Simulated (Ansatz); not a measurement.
The cluster Ge₃H, relaxed as a doublet with UKS PBE0-D4/def2-SVP in Ansatz, starting from the GFN2-xTB geometry. Force threshold 0.02 eV/Å.

Another isomer (doublet) lies 0.25 eV lower at PBE0-D4/def2-TZVP; other spin states weren't run for this one.

Start:

```xyz
4

Ge    1.422   -0.901    0.956
Ge    0.144    0.247   -0.549
Ge   -1.080   -0.533    1.389
H    -0.487    1.188   -1.797
```

Problem. Estimate the energy that the relaxation releases and the steps that it takes.

Solution. 0.16 eV, in 6 steps; 21 s on 4 threads of Arm Neoverse V2 on a shared host. No frequencies were taken in this run, so the end may be a saddle point.

Problem. Does the start keep its bonding?

Solution. By distances, no bond broke or formed. The bond that changes most is Ge2–H4, from 1.69 to 1.54 Å (atoms count from 1).

Problem. Predict the relaxed structure.

Solution. 
```xyz
4

Ge    1.376   -0.891    0.938
Ge    0.212    0.295   -0.604
Ge   -1.081   -0.518    1.362
H    -0.507    1.114   -1.696
```
Bond lengths: 3 × Ge–Ge 2.27 to 2.52 Å; 1 × Ge–H 1.54 Å.
